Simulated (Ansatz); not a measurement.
Reaction (substitution at a C–S bond): `CS[Si]Cl` + `OCBF` → `COCBF` + `S[Si]Cl`

Calculated with Ansatz (gas phase, PBE0-D4/def2-TZVP geometries, no zero-point term in ΔE). CCSD(T)/CBS is the MP2 limit (def2-TZVPP, def2-QZVPP) plus CCSD(T) − MP2 in def2-TZVPP, frozen cores. This one scheme is used for every species. DFT in def2-TZVPP. One conformer a species, not always the lowest.

| level | ΔE (kcal/mol) |
| --- | --- |
| ωB97X-V | 6.4 |
| ωB97M-V | 7.0 |

Q: What does CCSD(T)/CBS give? (Best estimate.)

A: Ansatz gave: +8.1 kcal/mol. The listed levels differ from it by -1.7, -1.1 kcal/mol.

Largest T1 diagnostic among the species: 0.014.

The D4 term adds +0.8 kcal/mol with B3LYP and +0.4 kcal/mol with PBE0; it sums over pairs of atoms, weighted by their polarisabilities, and B3LYP, whose exchange is more repulsive, gets the larger term. In def2-TZVPP, CCSD(T) changes the Hartree–Fock value by +3.1 kcal/mol (the triples alone add +0.7 kcal/mol) and MP2 by +4.5 kcal/mol.

B3LYP here is the variant with VWN-RPA as its local correlation; programs differ in this.
